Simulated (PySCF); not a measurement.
# Broadened absorption spectrum of C8H12

C₈H₁₂.
Z-matrix (Å and degrees, GFN2-xTB geometry), rows numbered from 1:
```
C 
C   1  1.3249
C   2  1.4615  1  125.88
C   3  1.5080  2  124.07  1   -34.34
C   4  1.4887  3   61.25  2   120.39
C   5  1.5213  3   90.72  4  -112.04
C   3  1.5332  2  123.34  1   165.61
C   7  1.5191  3  118.06  2    95.52
H   1  1.0772  2  122.07  3     0.20
H   1  1.0759  2  121.73  3  -179.58
H   2  1.0837  1  119.76  3   179.05
H   4  1.0793  3  115.57  5  -108.08
H   4  1.0799  3  119.91  5   109.73
H   5  1.0774  3  128.52  4   110.13
H   6  1.0876  5  114.00  3  -117.22
H   6  1.0902  5  114.56  3   116.10
H   7  1.0929  3  110.11  2   -30.57
H   8  1.0869  7  111.38  3    54.34
H   8  1.0882  7  110.12  3   -65.76
H   8  1.0882  7  110.17  3   174.53
```

Computed, not measured: TDDFT PBE0/def2-SVPD, vertical, gas phase, core orbitals frozen in the response in PySCF.

Each state is given a Gaussian of 0.5 eV full width at half maximum, with ε(max) = 2.175×10⁸ f / Δν̃ (Δν̃ the width in cm⁻¹). The width is an assumption, not a result. The curve ends short of the highest state used, and states not computed would add to its high-energy end.

```tsv
λ (nm)	ε (L mol⁻¹ cm⁻¹)
193.3	2654
194.6	3254
195.9	4053
197.2	5069
198.5	6302
199.9	7844
201.2	9412
202.5	11020
203.8	12559
205.1	13908
206.5	15024
207.8	15653
209.1	15840
210.4	15575
211.7	14891
213.1	13762
214.4	12444
215.7	10969
217.0	9432
218.3	7919
219.7	6394
221.0	5122
222.3	4017
223.6	3086
224.9	2324
226.3	1676
227.6	1214
228.9	864
230.2	605
231.5	416
232.9	273
234.2	182
235.5	120
236.8	78
238.1	50
239.5	30
```

(1) Locate the maxima and give the states behind the curve.

(2) On this curve, what absorbance would a 10⁻⁵ mol/L sample give at 222 nm over a 1 cm path?

(3) Coming from long wavelengths, where does ε first pass 100 L mol⁻¹ cm⁻¹?

Results:

(1) 209 nm (5.93 eV), ε about 16000, made up of S1 (99%) (ε in L mol⁻¹ cm⁻¹; maxima over ε = 5, shares over 10%). The states used: S1 5.93 eV (f 0.290); S2 6.35 eV (f 0.024); S3 6.75 eV (f 0.0083); S4 6.79 eV (f 0.0099); S5 6.96 eV (f 0.0052); S6 7.02 eV (f 0.016).

(2) 222 nm is 5.585 eV, where ε is about 4300 L mol⁻¹ cm⁻¹, so A = ε c l ≈ 0.043 (Beer–Lambert, with the gas-phase spectrum and the assumed width).

(3) At about 236 nm (5.25 eV), 0.67 eV below S1.

One conformer stands for the species.
